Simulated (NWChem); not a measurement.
Molecule: NbO, quartet; SMILES [O]=[Nb]

```xyz
2

Nb     0.0000     0.0000    -0.2582
O      0.0000     0.0000     1.4164
```
Atoms are numbered in this order, from 1.

Geometry: optimised at PBE0-D3(BJ)/def2-TZVP, spin-unrestricted. No stability test was run on the SCF state. def2 effective core potentials on Nb; no spin-orbit coupling.

**Question.** List the 6 lowest vertical excitations from B3LYP/def2-SVPD with def2 effective core potentials on Nb, spin-unrestricted, TDA (NWChem).

**Answer.** 
| state | energy (eV) | oscillator strength | <S²> |
|---|---|---|---|
| state 1 | 1.18 | 0.000 | 3.76 |
| state 2 | 1.18 | 0.000 | 3.76 |
| state 3 | 1.57 | 0.002 | 3.76 |
| state 4 | 1.57 | 0.002 | 3.76 |
| state 5 | 2.05 | 0.068 | 3.77 |
| state 6 | 2.05 | 0.068 | 3.77 |
